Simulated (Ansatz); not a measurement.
Geometry optimisation, RKS PBE/def2-SVP in Ansatz.

Input file:

```yaml
crystal:
  periodic: [false, false, false]
  atoms:
    - { symbol: B, position_ang: [0.084176, -0.631934, -0.313491] }
    - { symbol: H, position_ang: [-0.148197, 0.401019, 1.843396] }
    - { symbol: Cl, position_ang: [1.593685, 0.25291, -0.565851] }
    - { symbol: Cl, position_ang: [-1.450633, 0.029936, -0.887958] }
    - { symbol: "N", position_ang: [0.109414, -1.952682, 0.338438] }
    - { symbol: H, position_ang: [-0.725816, -2.534737, 0.414112] }
    - { symbol: H, position_ang: [0.983016, -2.40975, 0.603055] }
    - { symbol: H, position_ang: [-0.129844, -0.318362, 1.8957] }
basis:
  gaussian: { orbitals: def2-SVP }
hamiltonian:
  xc: pbe
relax:
  f_tol: 0.03
  max_steps: 50
```

Run as:

```bash
$ ansatz run input.yaml --threads 2 --pin off --max-ram 3072MiB --backend cpu --events-out ev --progress --plain --runs-dir out
```

**Question.** Where does it end, and by what steps?

**Answer.** The run converged. The force dipped under the threshold on the way, but the program's further checks kept it going. After 24 steps the energy has fallen by 0.388 eV; H2 moved furthest, 1.52 Å.

```
step  energy less start (eV)  largest force component (eV/Å)  accepted
   0                  0.0000                           2.320       yes
   1                 -0.2388                           0.862       yes
   2                 -0.3092                           0.482       yes
   3                 -0.3508                           0.268       yes
   4                 -0.3572                           0.310       yes
   5                 -0.3625                           0.034       yes
   6                 -0.3638                           0.160       yes
   7                 -0.3654                           0.070       yes
   8                 -0.3601                           0.663        no
   9                 -0.3679                           0.061       yes
  10                 -0.3678                           0.409        no
  11                 -0.3692                           0.066       yes
  12                 -0.3700                           0.125       yes
  13                 -0.3740                           0.056       yes
  14                 -0.3766                           0.183       yes
  15                 -0.3786                           0.193       yes
  16                 -0.3811                           0.145       yes
  17                 -0.3837                           0.100       yes
  18                 -0.3857                           0.105       yes
  19                 -0.3863                           0.153       yes
  20                 -0.3848                           0.223        no
  21                 -0.3872                           0.041       yes
  22                 -0.3875                           0.019       yes
  23                 -0.3876                           0.030       yes
  24                 -0.3877                           0.011       yes
```

```xyz
8
Properties=species:S:1:pos:R:3
B 0.152 -0.827 -0.904
H -0.278 0.028 3.315
Cl 1.709 -0.211 -1.496
Cl -1.341 -0.421 -1.774
N 0.103 -1.628 0.243
H -0.769 -2.015 0.604
H 0.940 -1.898 0.759
H -0.200 -0.191 2.581
```

Time of the run: 41 s on 2 threads of Intel(R) Xeon(R) Platinum 8175M CPU @ 2.50GHz (Skylake/Cascade Lake) (shared host), peak memory 0.13 GiB.
